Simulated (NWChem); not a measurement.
Program: NWChem. System: H₃BO₃, charge 0, spin multiplicity 3, at the geometry of a parent with another charge or spin, in a state set for the comparison that need not be this species' ground state. Its SCF solution wasn't tested for a lower state.

Input file:

```
start mol
memory heap 200 mb stack 900 mb global 1100 mb
geometry units angstroms nocenter noautoz
  O      1.129820    -0.802029     0.000000
  B      0.005669    -0.033474     0.000000
  O      0.148747     1.336741     0.000000
  O     -1.192718    -0.694917     0.000000
  H      1.928155    -0.261242     0.000000
  H     -0.670336     1.842663     0.000000
  H     -1.972955    -0.132406     0.000000
  symmetry group Cs
end
basis spherical
  * library def2-svp
end
dft
  xc xtpss03 ctpss03
  odft
  mult 3
  semidirect memsize 60000000 filesize 0
  iterations 100
  grid fine
end
task dft energy
```

The output up to the point where the run's verdict is printed (cleaned and shortened):

```
             Northwest Computational Chemistry Package (NWChem) 7.3.0
             --------------------------------------------------------

                                NWChem Input Module
                                -------------------

 Scaling coordinates for geometry "geometry" by  1.889725989
 (inverse scale =  0.529177249)

 Turning off AUTOSYM since
 SYMMETRY directive was detected!

                             Geometry "geometry" -> ""
                             -------------------------

 Output coordinates in angstroms (scale by  1.889725989 to convert to a.u.)

  No.       Tag          Charge          X              Y              Z
 ---- ---------------- ---------- -------------- -------------- --------------
    1 O                    8.0000     1.12982000    -0.80202900     0.00000000
    2 B                    5.0000     0.00566900    -0.03347400     0.00000000
    3 O                    8.0000     0.14874700     1.33674100     0.00000000
    4 O                    8.0000    -1.19271800    -0.69491700     0.00000000
    5 H                    1.0000     1.92815500    -0.26124200     0.00000000
    6 H                    1.0000    -0.67033600     1.84266300     0.00000000
    7 H                    1.0000    -1.97295500    -0.13240600     0.00000000

 Effective nuclear repulsion energy (a.u.)     116.0233137528

            Nuclear Dipole moment (a.u.)
            ----------------------------
        X                 Y               Z
 ---------------- ---------------- ----------------
     0.0000018897     0.0000094486     0.0000000000

      Symmetry information
      --------------------

 Group name             Cs
 Group number              2
 Group order               2
 No. of unique centers     7

      Symmetry unique atoms

     1    2    3    4    5    6    7


 Summary of "ao basis" -> "" (spherical)
 ------------------------------------------------------------------------------
       Tag                 Description            Shells   Functions and Types
 ---------------- ------------------------------  ------  ---------------------
[...]
 d= 0,ls=0.5,diis    75   -252.0360694615  2.98D-06  2.45D-05  1.08D-04    41.7
                                                     7.00D-06  9.78D-05
 d= 0,ls=0.5,diis    76   -252.0360758869 -6.43D-06  2.26D-05  9.08D-05    42.3
                                                     5.17D-06  8.37D-05
 d= 0,ls=0.5,diis    77   -252.0360760295 -1.43D-07  1.48D-05  9.16D-05    42.7
                                                     1.11D-05  8.42D-05
 d= 0,ls=0.5,diis    78   -252.0360876323 -1.16D-05  3.58D-05  6.36D-05    43.2
                                                     2.34D-05  6.04D-05
 d= 0,ls=0.5,diis    79   -252.0361090751 -2.14D-05  2.03D-05  1.48D-05    43.7
                                                     1.81D-05  1.77D-05
 d= 0,ls=0.5,diis    80   -252.0361161476 -7.07D-06  1.38D-05  4.59D-06    44.2
                                                     1.69D-05  7.35D-06
 d= 0,ls=0.5,diis    81   -252.0361198579 -3.71D-06  3.03D-05  1.59D-06    44.7
                                                     1.54D-05  3.79D-06
 d= 0,ls=0.5,diis    82   -252.0361159952  3.86D-06  2.25D-05  1.56D-05    45.1
                                                     1.15D-05  1.65D-05
 d= 0,ls=0.5,diis    83   -252.0361143540  1.64D-06  9.96D-06  2.28D-05    45.6
                                                     1.50D-05  2.29D-05
 d= 0,ls=0.5,diis    84   -252.0361208556 -6.50D-06  3.94D-05  8.74D-06    46.0
                                                     1.31D-05  1.06D-05
 d= 0,ls=0.5,diis    85   -252.0361128236  8.03D-06  1.76D-05  3.30D-05    46.5
                                                     9.02D-06  3.12D-05
 d= 0,ls=0.5,diis    86   -252.0361158834 -3.06D-06  1.13D-05  2.54D-05    47.0
                                                     1.01D-05  2.54D-05
 d= 0,ls=0.5,diis    87   -252.0361199006 -4.02D-06  1.60D-05  1.67D-05    47.4
                                                     7.79D-06  1.78D-05
 d= 0,ls=0.5,diis    88   -252.0361193873  5.13D-07  3.24D-05  2.01D-05    47.9
                                                     8.95D-06  2.07D-05
 d= 0,ls=0.5,diis    89   -252.0361117144  7.67D-06  1.39D-05  4.13D-05    48.4
                                                     9.37D-06  3.90D-05
 d= 0,ls=0.5,diis    90   -252.0361178203 -6.11D-06  2.40D-05  2.57D-05    48.8
                                                     1.95D-05  2.57D-05
 d= 0,ls=0.5,diis    91   -252.0361278725 -1.01D-05  2.38D-05  3.91D-06    49.3
                                                     1.16D-05  5.49D-06
 d= 0,ls=0.5,diis    92   -252.0361247747  3.10D-06  1.04D-05  1.54D-05    49.8
                                                     9.04D-06  1.52D-05
 d= 0,ls=0.5,diis    93   -252.0361258303 -1.06D-06  3.09D-05  1.45D-05    50.3
                                                     9.43D-06  1.45D-05
 d= 0,ls=0.5,diis    94   -252.0361194884  6.34D-06  3.29D-05  3.35D-05    50.7
                                                     7.18D-06  2.99D-05
 d= 0,ls=0.5,diis    95   -252.0361125879  6.90D-06  1.44D-05  5.25D-05    51.2
                                                     8.53D-06  4.53D-05
 d= 0,ls=0.5,diis    96   -252.0361195171 -6.93D-06  1.09D-05  3.32D-05    51.6
                                                     1.05D-05  3.02D-05
 d= 0,ls=0.5,diis    97   -252.0361260213 -6.50D-06  1.59D-05  1.75D-05    52.1
                                                     1.40D-05  1.72D-05
 d= 0,ls=0.5,diis    98   -252.0361320714 -6.05D-06  5.20D-06  4.68D-06    52.6
                                                     1.10D-05  5.68D-06
 d= 0,ls=0.5,diis    99   -252.0361338682 -1.80D-06  4.65D-05  2.89D-06    53.0
                                                     1.64D-05  3.79D-06
 d= 0,ls=0.5,diis   100   -252.0361231526  1.07D-05  2.32D-05  3.34D-05    53.5
                                                     4.76D-06  2.91D-05
```

Convergence was not reached. The next line reads: Calculation failed to converge. NWChem stopped with the message: dft energy failed.
